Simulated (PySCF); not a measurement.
**How methods differ on the electron affinity of Rh**

Rh⁻ [Kr] 4d8 5s2 (3F) → Rh [Kr] 4d8 5s1 (4F), as a difference of total energies. All numbers are calculated (PySCF 2.14, a scalar-relativistic core potential, in aug-cc-pVTZ-PP with ECP28MDF (6s6p5d3f2g, 88 functions)). Correlated levels: valence: 4s2 4p6 frozen. The calculations carry no spin-orbit coupling.

```json
{"method": "UHF", "electron affinity (eV)": "-0.071"}
{"method": "LDA", "electron affinity (eV)": "1.418"}
{"method": "PBE", "electron affinity (eV)": "1.151"}
{"method": "PBE0", "electron affinity (eV)": "0.919"}
{"method": "B2PLYP", "electron affinity (eV)": "1.042"}
{"method": "r2SCAN0", "electron affinity (eV)": "0.903"}
{"method": "M06-L", "electron affinity (eV)": "1.181"}
{"method": "MP2 (valence)", "electron affinity (eV)": "0.742"}
{"method": "SCS-MP2 (valence)", "electron affinity (eV)": "0.816"}
```

Q: Estimate what r2SCAN gives.

A: 1.039 eV, closest to B2PLYP among the rows shown.

Q: Estimate what wB97M-V gives.

A: 0.994 eV, closest to B2PLYP among the rows shown.

The reference lies between the lowest fine-structure levels, while these numbers refer to the centres of the terms.

Errors of the correlated levels include the incompleteness of this basis and the frozen core.

A negative affinity means that the anion lies above the atom at that level of theory.

In the anion the highest occupied orbital energy is positive at LDA, PBE, PBE0, r2SCAN, B2PLYP, r2SCAN0, M06-L, a self-interaction effect; the basis confines that electron, and the energy difference can still be sensible.

For comparison: 1.143 eV (measured; photodetachment measurements, as compiled on the Wikipedia data page of electron affinities).
